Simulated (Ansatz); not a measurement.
Energy needed to pull apart SnHOF (SMILES [OH][Sn][F]), closed shell, into free ground-state atoms, from the structure below (displaced at random from a GFN2-xTB minimum); no zero-point or spin–orbit terms; open-shell atoms are treated unrestricted, in their ground-state multiplicity.

```
4
angstrom
O -0.9234 0.3426 -0.5483
Sn -0.0342 -1.2413 0.4171
F 1.8131 -0.4197 0.8846
H -0.8256 1.2495 -0.7509
```

Computed with Ansatz 0.2.0 (basis: def2-TZVPP); correlated methods freeze the cores. Filled d shells of the heavier atoms are correlated. Core potentials replace the inner electrons of the atoms past krypton. The def2 sets are not built for correlating such inner shells, so the correlated values are less sure here.

```json
{"method": "PBE-D4", "atomization energy (eV)": "14.26"}
{"method": "r2SCAN-D4", "atomization energy (eV)": "13.67"}
{"method": "B97M-V", "atomization energy (eV)": "13.80"}
{"method": "PBE0-D4", "atomization energy (eV)": "13.33"}
{"method": "CAM-B3LYP-D4", "atomization energy (eV)": "?"}
{"method": "wB97M-V", "atomization energy (eV)": "?"}
{"method": "HF", "atomization energy (eV)": "8.27"}
{"method": "MP2", "atomization energy (eV)": "13.74"}
{"method": "CCSD", "atomization energy (eV)": "12.75"}
{"method": "CCSD(T)", "atomization energy (eV)": "13.13"}
```

What does wB97M-V give? (An estimate is asked for; the value comes from the calculation.)

The calculation gives: 13.61 eV, which is about 0.48 eV more than CCSD(T)/def2-TZVPP.

What does CAM-B3LYP-D4 give? (To be estimated.)

Computed: 13.72 eV, which is about 0.59 eV more than CCSD(T)/def2-TZVPP.

In triple zeta the MP2 and coupled-cluster atomization energies are still short of their basis limit by a few kcal/mol a bond, whereas those of the functionals are nearly converged, so these differences are not deviations from converged CCSD(T).

The T1 diagnostic stays at or below 0.019.

For scale, one of the runs: CCSD(T)/def2-TZVPP forces, 126 basis functions (an equivalent command: `ansatz run in.yaml --threads 4`). Time: 62 s of wall clock on 4 CPU threads; the host was shared. Peak host memory: 1.2 GiB.
